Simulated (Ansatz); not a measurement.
Reaction (adduct formation): `N[SiH3]` + `[Cl][Al]([Cl])[Cl]` → `[SiH3][NH2+][Al-]([Cl])([Cl])[Cl]`

Program: Ansatz. Geometries: PBE0-D4/def2-TZVP. ΔE: electronic, gas phase. CBS: MP2 limit from def2 TZ/QZ plus the TZ coupled-cluster correction, frozen cores. This one scheme is used for every species. Functionals use def2-TZVPP. B3LYP here is the variant with VWN-RPA as its local correlation; programs differ in this. HSE06 is defined as in plane-wave codes. Each species was taken in one conformer, which may not be the lowest.

| level | ΔE (kJ/mol) |
| --- | --- |
| LDA (SPW92) | -169.4 |
| B97M-V | -143.6 |
| B3LYP-D4 | -148.6 |
| CAM-B3LYP-D4 | -151.3 |
| B3LYP | -121.9 |
| HSE06 | -139.9 |
| CAM-B3LYP | -135.5 |
| SCS-MP2/def2-QZVPP | -146.9 |

**Question.** What does CCSD(T)/CBS give? (Estimate.)

**Answer.** Ansatz gave: -152.8 kJ/mol. The listed levels differ from it by -16.6, 9.2, 4.2, 1.5, 30.9, 12.9, 17.3, 5.9 kJ/mol.

Largest T1 diagnostic among the species: 0.009.

At CCSD(T), def2-SVP lies −16.3 kJ/mol from the extrapolated value and def2-TZVPP +2.7 kJ/mol. The D4 term adds −26.7 kJ/mol with B3LYP and −14.9 kJ/mol with PBE0; it sums over pairs of atoms, weighted by their polarisabilities, and B3LYP, whose exchange is more repulsive, gets the larger term.

CCSD(T)/CBS has its own doubt, a few kJ/mol and more with outer-core shells, so smaller differences from it don't rank the levels.
